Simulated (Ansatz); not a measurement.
Total energies of C4H6BCl, SMILES `C=C=C(C)BCl`.

```xyz
12

C    -0.9378   -1.5294   -1.4817
C    -0.4034   -0.6845   -0.6561
C     0.1635    0.1567    0.1807
C    -0.5639    1.3569    0.7273
B     1.6116   -0.1950    0.5397
Cl    2.5157    0.8252    1.6438
H    -0.8668   -1.3850   -2.5548
H    -1.4702   -2.4037   -1.1218
H    -0.5984    1.3162    1.8185
H    -1.5832    1.4165    0.3461
H    -0.0352    2.2755    0.4618
H     2.1681   -1.1494    0.0964
```

The species carries charge 0 and has multiplicity 1. The geometry is a stationary point of PBE0-D4/def2-TZVP. It is one conformer, not always the lowest. Basis def2-TZVPP, Ansatz.

RPA on PBE orbitals: Hartree–Fock energy of these orbitals -639.15664 Eh, correlation -1.54139 Eh (frozen core).

```tsv
functional	energy without D4 (Eh)	D4 term (kJ/mol)
PBE	-640.70758	-26.1
revPBE	-641.01519	-81.3
PBE0	-640.76872	-22.2
r2SCANh	-640.99811	-7.2
r2SCAN0	-640.98557	-7.9
HSE06 (plane-wave form)	-640.74997	-20.6
CAM-B3LYP	-641.05464	-22.5
LC-ωPBE	-640.88460	–
ωB97M-V	-641.04073	–
B2PLYP	-640.85121	–
```

Question: Give the same for LDA (SPW92), BLYP, r2SCAN, B97M-V, B3LYP, BHLYP, ωB97X-V, PBE-QIDH. (An estimate is asked.)

Answer: The calculation gave: 
| functional | energy without D4 (Eh) | D4 term (kJ/mol) |
| --- | --- | --- |
| LDA (SPW92) | -637.91557 | – |
| BLYP | -641.06283 | -57.3 |
| r2SCAN | -641.00729 | -6.8 |
| B97M-V | -641.05346 | – |
| B3LYP | -641.17901 | -41.8 |
| BHLYP | -641.04061 | -30.7 |
| ωB97X-V | -641.02908 | – |
| PBE-QIDH | -640.65330 | – |

B3LYP takes the VWN-RPA correlation (the form of Gaussian; ORCA's B3LYP/G). HSE06 is the plane-wave form, built on full-range PBE exchange. The double hybrids freeze the cores in their second-order part.

LC-ωPBE has ω = 0.4 bohr⁻¹.
